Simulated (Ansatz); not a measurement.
def2 core potentials replace the inner electrons of Sn.

B3LYP has the VWN-RPA correlation part, as in Gaussian. 

Cartesian coordinates (Å):
SMILES: [CH3][Sn]([OH])([OH])[OH]
```xyz
11

C      1.7775    -0.4982    -0.0339
Sn    -0.2611     0.0772     0.0120
O     -1.4763    -1.3614    -0.6035
O     -0.6401     1.6440    -1.1399
O     -0.8757     0.5725     1.8292
H      2.2624    -0.0197    -0.8951
H      2.2593    -0.1738     0.8980
H      1.8361    -1.5907    -0.1277
H     -2.0754    -1.0270    -1.2823
H     -1.1164     2.3194    -0.6415
H     -1.6838     0.0941     2.0520
```
Charge 0, spin multiplicity 1.

### Question
Give the total energy, HOMO–LUMO gap, LUMO, HOMO and dipole moment at the level B3LYP-D3(BJ)/def2-TZVP // PBE0-D3(BJ)/def2-SVP (Ansatz, a quantum-chemistry and plane-wave program).

### Answer

The total energy comes out as -481.9633 Ha and the HOMO–LUMO gap is 6.86 eV. The LUMO is -1.26 eV and the HOMO comes out as -8.13 eV. The dipole moment comes out as 0.105 e·Å.
